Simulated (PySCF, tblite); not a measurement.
Isomers of C5H11ClOSi2. Computed values, GFN2-xTB/tblite, gas phase, harmonic and unscaled. This tight-binding method is rough: wavenumbers can miss measured ones by several per cent, in bad cases by 10 to 20. Modes of hydrogen on silicon can be 10 to 20 % off. One conformer each.

Electronic energies: PBE0/pcSseg-1 single points on the GFN2-xTB geometries (PySCF, gas phase).

```json
{"SMILES": "CC/C([SiH3])=C(/[SiH3])C(=O)Cl", "electronic energy, lowest = 0 (kcal/mol)": "13.5"}
{"SMILES": "C[SiH2]/C=C(/Cl)C(=O)C[SiH3]", "electronic energy, lowest = 0 (kcal/mol)": "5.4"}
{"SMILES": "[SiH3]O[C@@H]1C=C[C@@H](Cl)[C@@H]1[SiH3]", "electronic energy, lowest = 0 (kcal/mol)": "0.0"}
```

Question: How do GFN2-xTB zero-point energies change the relative energies?

Answer: 
| SMILES | ZPE (kcal/mol) | of it from modes above 1550 cm⁻¹ | electronic (kcal/mol) | with ZPE, lowest = 0 (kcal/mol) | lowest mode (cm⁻¹) | rings |
| --- | --- | --- | --- | --- | --- | --- |
| [SiH3]O[C@@H]1C=C[C@@H](Cl)[C@@H]1[SiH3] | 86.5 | 43.4 | 0.0 | 0.0 | 36 | 1 |
| C[SiH2]/C=C(/Cl)C(=O)C[SiH3] | 86.0 | 46.9 | 5.4 | 4.9 | 37 | 0 |
| CC/C([SiH3])=C(/[SiH3])C(=O)Cl | 85.1 | 45.8 | 13.5 | 12.1 | 29 | 0 |

The zero-point energies span 1.4 kcal/mol, from `CC/C([SiH3])=C(/[SiH3])C(=O)Cl` to `[SiH3]O[C@@H]1C=C[C@@H](Cl)[C@@H]1[SiH3]`. The order is unchanged.

Question: And how do the electronic energies of GFN2-xTB itself compare?

Answer: `[SiH3]O[C@@H]1C=C[C@@H](Cl)[C@@H]1[SiH3]` 0.0; `C[SiH2]/C=C(/Cl)C(=O)C[SiH3]` 48.6; `CC/C([SiH3])=C(/[SiH3])C(=O)Cl` 43.1 kcal/mol, lowest = 0. Against the energies above, taken from the same isomer `[SiH3]O[C@@H]1C=C[C@@H](Cl)[C@@H]1[SiH3]`, the largest difference is 43.2 kcal/mol.

Question: What do entropy and thermal enthalpy add at 298.15 K and 1 bar (rigid rotor, harmonic oscillator, one conformer each)?

Answer: 
```
                                  SMILES  point group  symmetry number  S (cal/(mol K))  H − H(0) (kcal/mol)  ZPE + H − H(0) − TS (kcal/mol)
[SiH3]O[C@@H]1C=C[C@@H](Cl)[C@@H]1[SiH3]           C1                1            107.7                 7.93                            62.3
            C[SiH2]/C=C(/Cl)C(=O)C[SiH3]           C1                1            114.4                 8.82                            60.7
          CC/C([SiH3])=C(/[SiH3])C(=O)Cl           C1                1            115.7                 8.99                            59.6
```
